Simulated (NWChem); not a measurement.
System: SiN$_{2}$H$_{4}$F$_{2}$; SMILES N[Si](N)(F)F

Input file for NWChem:

```
start job
memory heap 200 mb stack 900 mb global 1100 mb
geometry units angstroms noautosym nocenter noautoz
  N     -0.243221    -1.364820     0.991680
  Si     0.000000    -0.000000     0.005794
  N      0.243219     1.364821     0.991680
  F      1.266363    -0.031451    -0.986894
  F     -1.266360     0.031451    -0.986897
  H     -0.708343    -2.187470     0.630797
  H      0.412128    -1.588045     1.728909
  H      0.708343     2.187471     0.630798
  H     -0.412130     1.588045     1.728909
end
basis spherical
  N library pcsseg-1
  Si library pcsseg-1
  F library pcsseg-1
  H library pcsseg-1
end
dft
  xc pbe0
  iterations 150
end
property
  shielding 5 1 2 4 6 7
end
task dft property
```

Geometry: optimised at B3LYP/6-31G* (spherical d).

GIAO values for the isolated, static molecule; σ is the absolute isotropic shielding, δ = σ(reference) − σ with the isolated reference molecule computed at the same levels (19F: trichlorofluoromethane, 1H: tetramethylsilane, 15N: ammonia, 29Si: tetramethylsilane).

Atoms are numbered as in the input.

### Question
Predict the main results of this run. (PBE0/pcSseg-1, GIAO.) Quantities: δ N1 (ppm); δ Si2 (ppm); δ F4 (ppm); δ H6 (ppm); δ H7 (ppm).

### Answer
```json
{
 "δ N1 (ppm)": "21.7",
 "δ Si2 (ppm)": "-54.9",
 "δ F4 (ppm)": "-160.8",
 "δ H6 (ppm)": "0.89",
 "δ H7 (ppm)": "0.85"
}
```
